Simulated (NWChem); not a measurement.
System: SiCl2F2; SMILES Cl[Si](Cl)(F)F

```xyz
5

F      0.0000     1.2886    -1.2669
Si     0.0000     0.0000    -0.3235
F      0.0000    -1.2886    -1.2669
Cl     1.6729     0.0000     0.8070
Cl    -1.6729     0.0000     0.8070
```
Atoms are numbered in this order, from 1.

Level: PBE0/def2-SVP (NWChem), optimised geometry, unscaled harmonic frequencies. 

Task: List the harmonic frequencies with IR intensities, and the thermochemistry.

Result: 
```tsv
frequency (cm⁻¹)	IR intensity (km/mol)
168	0.4
200	0.0
269	13.8
303	31.4
311	21.8
523	30.4
680	292.4
922	185.0
1003	152.6
```

zero-point energy: 6.3 kcal/mol
thermal correction to the enthalpy at 298.15 K (with zero-point energy): 10.4 kcal/mol
heat capacity Cv: 17.6 cal/(mol K)
entropy at 298.15 K and 1 atm (symmetry number 2): 77.2 cal/(mol K)
dipole moment: 0.71 D

Rigid rotor and harmonic oscillator.
